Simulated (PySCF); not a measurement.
In(I) anion (IIn), SMILES [In][I] (connectivity only; charge and spin as stated), charge -1, multiplicity 2.

Geometry: B3LYP-D3(BJ)/def2-TZVPD. The multiplicity is an assumed one; other spin states were not compared. The def2 effective core potentials stand for the cores of I, In; spin–orbit coupling is left out.

Two levels are set side by side: PBE/def2-TZVPD (PySCF) and M06-2X/def2-TZVPD (PySCF). Same geometry, gas phase. Differences are taken from unrounded values.

```
quantity                 M06-2X
-----------------------  ------
α-spin orbital gap (eV)    2.80
β-spin orbital gap (eV)    4.96
```

Problem. What does PBE give, and how far is it from M06-2X? (The exact figures need the calculation; the answer reports its results.)

Solution. 
| quantity | PBE | PBE minus M06-2X |
|---|---|---|
| α-spin orbital gap (eV) | 0.19 | -2.61 |
| β-spin orbital gap (eV) | 3.22 | -1.74 |

Rough cost on one machine, each run with all the roots and properties that it gave: M06-2X against PBE about 2 times.
